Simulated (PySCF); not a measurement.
**Pb⁺ (lead, charge +1) across methods**

[Xe] 4f14 5d10 6s1 6p1 7s1, high-spin 4P determinant (an excited configuration). Calculation: PySCF 2.14, in aug-cc-pVTZ-PP with ECP60MDF (6s5p4d2f, 55 functions); scalar relativity through the core potential.

```csv
method,E (hartree),mean ε 6s α (eV),mean ε 6p α (eV),mean ε 7s α (eV),Σ⟨r²⟩ (bohr²),⟨S²⟩
UHF,-191.10908,-28.320,-17.390,-7.593,77.49,3.753
LDA,-191.7388,-24.150,-13.776,-6.517,73.69,3.751
PBE0,-192.0368,-25.132,-14.697,-6.818,74.54,3.751
wB97X,-192.0601,-27.411,-16.653,-7.785,75.81,3.751
B97-3,-192.0722,-25.016,-14.545,-6.759,74.74,3.751
r2SCAN,-192.1159,-24.274,-14.044,-6.414,74.68,3.753
M06-2X,-191.9306,-26.651,-15.769,-7.473,72.20,3.751
BLYP,-192.0025,-23.604,-13.431,-6.222,74.24,3.751
```

Task: Estimate the same row for PBE.

Result: E (hartree) = -192.0576; mean ε 6s α (eV) = -23.785; mean ε 6p α (eV) = -13.633; mean ε 7s α (eV) = -6.446; Σ⟨r²⟩ (bohr²) = 73.98; ⟨S²⟩ = 3.751.

Energies and moments cover only the electrons outside the core potential. Spin-orbit coupling, absent here, splits the open shell strongly. The outer electron is Rydberg-like, and this basis confines it to a smaller radius and binds it less than a complete one would.
